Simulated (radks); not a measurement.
Spherical quantum dot in the effective-mass picture: electrons in a hard-walled sphere of radius 2.12, with a point charge +1 (a donor) at the centre, all in effective atomic units (hartree* = m*/eps^2 hartree, bohr* = eps/m* bohr), one dielectric constant everywhere. Calculated with a radial shooting solver with Libxc functionals: non-relativistic Kohn-Sham, r2SCAN, spin-polarised, spherical densities, generalised Kohn-Sham scheme. Levels are named by radial order and angular momentum (1s, 1p, 1d, 2s, ...), and open shells are averaged over m. Results are scaled to m* = 0.092 and eps = 17.9, for which hartree* = 7.813 meV and bohr* = 10.3 nm.

N = 12, configuration 1s2 1p6 1d(up 4, down 0). This is the lowest configuration that the search found. Occupied levels:

| level | occupation | eigenvalue (meV) | <r> (nm) |
|---|---|---|---|
| 1s up | 1 | 59.955 | 11.94 |
| 1s down | 1 | 60.824 | 11.59 |
| 1p up | 3 | 67.586 | 13.81 |
| 1p down | 3 | 69.053 | 13.70 |
| 1d up | 4 | 77.751 | 14.75 |

Energy (meV): total 484.092, kinetic 244.43, external -77.780, Hartree 379.95, exchange-correlation -62.501.

Electron density:

| r (nm) | n(r) (e/nm^3) |
|---|---|
| 0.568 | 0.0004117 |
| 1.66 | 0.0003537 |
| 2.75 | 0.0003262 |
| 3.84 | 0.0003212 |
| 4.92 | 0.0003340 |
| 6.01 | 0.0003616 |
| 7.10 | 0.0004003 |
| 8.19 | 0.0004457 |
| 9.28 | 0.0004925 |
| 10.4 | 0.0005338 |
| 11.5 | 0.0005624 |
| 12.6 | 0.0005701 |
| 13.6 | 0.0005503 |
| 14.7 | 0.0004998 |
| 15.8 | 0.0004193 |
| 16.9 | 0.0003177 |
| 18.0 | 0.0002094 |
| 19.1 | 0.0001126 |
| 20.2 | 0.00004087 |
| 21.3 | 4.591e-06 |
